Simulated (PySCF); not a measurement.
Job for PySCF: R-MP2/6-31G* on C2H2 (SMILES C#C) with ghost functions.

```python
from pyscf import gto, scf, dft, mp
from pyscf.data.elements import chemcore

mol = gto.M(
    atom='''
    C     0.05906047    0.53007955   -0.26258428
    C    -0.10872583   -0.65430356   -0.22625497
    H     0.20757844    1.58185548   -0.29305975
    H    -0.25793945   -1.70579050   -0.19013351
    ghost-Ge    0.02115008    0.04975725    3.48998926
    ghost-H   -0.75481217   -1.18504388    3.01090709
    ghost-H    0.00309437    0.09187431    5.02802200
    ghost-H   -0.64324535    1.32065027    2.94288110
    ghost-H    1.47419660   -0.02853892    3.00341783
    ''',
    basis='6-31g*',
    cart=True,
    charge=0, spin=0, verbose=3, max_memory=1800)
mf = scf.RHF(mol)
mf.conv_tol = 1e-8
mf.max_cycle = 100
mf.kernel()
if not mf.converged:
    mf = mf.newton().run(mf.mo_coeff, mf.mo_occ)
pt = mp.MP2(mf, frozen=chemcore(mol)).run()
```

It printed:

```
converged SCF energy = -76.8187262515883
E(RMP2) = -77.067498840398  E_corr = -0.248772588809732
E(SCS-RMP2) = -77.0648823718806  E_corr = -0.246156120292328
```

The run converged.

Cost: around 1.4 core-seconds (rough).
